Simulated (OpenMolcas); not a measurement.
A calculation on Co.

| Item | Value |
| --- | --- |
| Program | OpenMolcas 26.06 |
| Method | CASSCF |
| Basis | ANO-RCC-VTZP [6s5p3d2f1g] |
| Scalar Hamiltonian | DKH2, point nucleus |
| Active space | 9 electrons in 11 orbitals (3d 4s 4d) |
| State averaging | 2S+1 = 4 even, 20 roots; 2S+1 = 2 even, 24 roots kept (CI in the orbitals of an earlier block) |
| Spin-orbit coupling | RASSI with atomic mean-field integrals over the reference wave functions, term energies averaged over their components |

(1) Which level of the active space comes out lowest?

(2) How high does 3d8 4s 4F 9/2 lie?

(3) How high does 3d7 4s2 4P 1/2 lie?

(4) How high does 3d7 4s2 4F 3/2 lie?

(5) The level at 2.0860 eV has J = 3/2. What is it made of, and what is its g factor?

Measured values: NIST Handbook of Basic Atomic Spectroscopic Data.

## Answers

(1) 3d7 4s2 4F 9/2, with 100 % of that term; it is also the measured ground level.

(2) 0.4370 eV above the lowest level; measured 0.4318 eV above the ground level, so the calculation is off by +1 %.

(3) 2.1255 eV above the lowest level; measured 1.7853 eV above the ground level, so the calculation is off by +19 %.

(4) 0.2239 eV above the lowest level; measured 0.2243 eV above the ground level, so the calculation is off by 0 %.

(5) 98 % 3d7 4s2 4P 3/2, 2 % 3d7 4s2 2P; g = 1.725, against 1.735 from Landé's formula for the pure leading term.

Without dynamic correlation excited terms often stand tens of per cent too high (terms of higher spin than the ground term too low), and those without a measured partner can miss by more than the paired ones. Active for correlation alone: 4d; no level in the range computed is led by a configuration that fills it, so any true level of that kind is missing. Measured partners are found by configuration, term and J. A level has none where our copy of the source lacks it or the pairing is in doubt (some pairs that miss far off the trend of their configuration count as doubtful), and it then counts in no deviation. Only configurations of the active space appear.
